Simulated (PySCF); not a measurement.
Coordinates in bohr (charge 0 multiplicity 1):
```
Ti    0.0000   -0.6341    0.0000
N     0.2321    2.2810    0.0000
H    -3.2247   -1.5259    0.0000
```

Level of theory: PBE0/[Ti def2-TZVP, N def2-TZVP, H def2-TZVP], no relativity, density fitting, PySCF.

This geometry of HTiN is a stationary point at this level.

Problem. What is the point group?

Solution. Cs.

Problem. Is it a minimum?

Solution. Yes: all harmonic wavenumbers are real.

Problem. List the harmonic modes with their infrared intensities.

Solution. 
| symmetry | ω (cm⁻¹) | IR (km/mol) |
| --- | --- | --- |
| a' | 488 | 128 |
| a' | 1170 | 197 |
| a' | 1592 | 276 |

Problem. Give the atomic charges and bond orders.

Solution. 
```tsv
atom	Mulliken	Löwdin	polar tensor	Mayer order to Ti1
Ti1	0.77	0.45	1.33	–
N2	-0.53	-0.27	-0.87	3.08
H3	-0.24	-0.17	-0.46	0.86
```

Stability towards spin polarisation was not tested. Only a few start shapes were tried, so a lower isomer may exist.
